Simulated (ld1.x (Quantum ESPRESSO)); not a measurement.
**Varying the TM potential for Nd**

Base potential:

ld1.x (Quantum ESPRESSO) 7.5 input, shortened:

```
&input
   title='Nd', zed=60., rel=1, dft='PBE', iswitch=3,
   config='[Xe] 4f3 5d1.5 6s1.5 6p0'
 /
 &inputp
   pseudotype=2, tm=.true., lloc=-1, rcloc=2.10,
   nlcc=.false.
 /
3
5S  1  0   2.00   0.00  1.40  1.40  0.0
5P  2  1   6.00   0.00  2.70  2.70  0.0
5D  3  2   1.50   0.00  2.60  2.60  0.0
 &test
   configts(1)='5s2 5p6 5d1.5 6s1.5 6p0'
 /
```

Occupied shells without a wave of their own: 6s. They enter only through the test configuration that unscreens the potential.

Cutoffs, loose and tight: the cutoffs (Ry, on a coarse ladder) from which the occupation-weighted sum of valence levels, in a spherical-Bessel basis at the reference potential, stays within 10 and 1 mRy of its value at 400 Ry. They do not see the model core or the augmentation charge, which bear on the density cutoff. Test errors are all-electron minus pseudo excitation energies from the reference, over the configurations 5s2 5p6 5d1 6s2 6p0; 5s2 5p6 5d1 6s1 6p0; 5s2 5p6 5d1 6s0 6p0; 5s2 5p6 5d0 6s2 6p1; 5s2 5p6 5d0 6s2 6p0; 5s1 5p6 5d1 6s2 6p0; 5s2 5p6 5d1 6s1 6p1. A dash means not determined; rows that change the core or the reference have their own tests. The largest error is taken over the tests solved by every variant that gives reliable tests at all: 5s2 5p6 5d1 6s0 6p0; 5s2 5p6 5d1 6s1 6p0; 5s2 5p6 5d1 6s2 6p0.

```tsv
change	outcome	cutoff, loose	cutoff, tight	bound ghosts	largest test error (meV)
base	generated	55 Ry	100 Ry	none	+51
local potential all-electron potential smoothed inside 1.20 bohr (lloc = -1)	failed: run_pseudo: Errors in PS-KS equation	–	–	–	–
local potential all-electron potential smoothed inside 1.48 bohr (lloc = -1)	failed: run_pseudo: Errors in PS-KS equation	–	–	–	–
local potential all-electron potential smoothed inside 1.68 bohr (lloc = -1)	generated, misses its reference levels by 0.32 eV	55 Ry	100 Ry	none	-991
local potential all-electron potential smoothed inside 2.80 bohr (lloc = -1)	failed: run_pseudo: Errors in PS-KS equation	–	–	–	–
```

**Question.** What comes out with this change to the base: local potential all-electron potential smoothed inside 3.12 bohr (lloc = -1)?

**Answer.** outcome: generated, misses its reference levels by 1.45 eV; cutoff, loose: 55 Ry; cutoff, tight: 100 Ry; bound ghosts: none; largest test error (meV): -5077.

**Question.** What comes out with this change to the base: local potential all-electron potential smoothed inside 2.42 bohr (lloc = -1)?

**Answer.** outcome: failed: the pseudo-atom did not reach self-consistency.

Reading the sweep of the rcloc (base included, trends over the rows without a ghost): The generation fails at 1.2, 1.48, 2.42, 2.8 bohr.
